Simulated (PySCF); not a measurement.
# Spinor energies of In (indium, neutral)

Start: [Kr] 4d10 5s1 5p1 6s1; 5s1/2 filled at m_j = +1/2; 5p3/2 filled at m_j = +3/2; 6s1/2 filled at m_j = +1/2. Calculated with PySCF 2.14 in x2c-TZVPall-2c with one added diffuse shell each of s, p, d, f type (9s10p6d3f, 90 functions): generalised Hartree-Fock with the X2C-1e Hamiltonian and a Gaussian nucleus; one run each with spin-orbit coupling (SO) switched off, then screened by Boettger's factors. This is a chosen level, not necessarily the ground level.

```tsv
spinor shell	electrons	ε, spin-free (eV)	ε, screened SO (eV)	weight of nominal j (screened SO)	rms radius, screened SO (bohr)
1s1/2	2	-28086.0	-28083.7	1.000	0.0340
2s1/2	2	-4299.8	-4299.2	1.000	0.139
2p1/2	2	-3852.7	-3999.0	1.000	0.120
2p3/2	4	-3852.7	-3785.9	1.000	0.125
3s1/2	2	-858.50	-858.40	1.000	0.371
3p1/2	2	-708.48	-735.81	1.000	0.365
3p3/2	4	-708.48	-696.01	1.000	0.376
3d3/2	4	-476.16	-480.93	1.000	0.350
4s1/2	2	-148.71	-148.77	1.000	0.908
4p1/2	2	-101.78	-106.64	1.000	0.971
4p3/2	4	-101.78	-99.664	1.000	1.00
4d3/2	4	-31.935	-32.588	0.975	1.26
4d5/2	6	-31.935	-31.616	0.983	1.27
5s1/2	1	-16.014	-16.039	0.999	2.70
5p3/2	1	-8.814	-8.683	1.000	3.55
6s1/2	1	-2.591	-2.603	0.999	7.02
```

Question: Where does 3d5/2 lie, and what is the 3d spin-orbit splitting (screened SO)?

Answer: At -472.95 eV, 7.972 eV above 3d3/2.

| quantity | spin-free | screened SO |
| --- | --- | --- |
| E (hartree) | -5877.37224 | -5878.65042 |
| M_J | 5/2 | 5/2 |
| ⟨J²⟩ | 8.765 | 8.764 |
| ⟨L²⟩ | 2.012 | 2.027 |
| ⟨S²⟩ | 3.753 | 3.769 |

Each row is a mean over spinors that exchange with the open shell spreads, by up to 0.437 eV (4s1/2).

Breit and QED terms are absent; they matter most for the inner s and p1/2 levels.

Densities and radii are taken from the X2C orbitals without a picture-change correction, which distorts them close to the nucleus.

Without spin-orbit coupling the j labels of p, d and f shells carry no meaning; the spin-free column gives the mean over the occupied spinors of each nl shell.
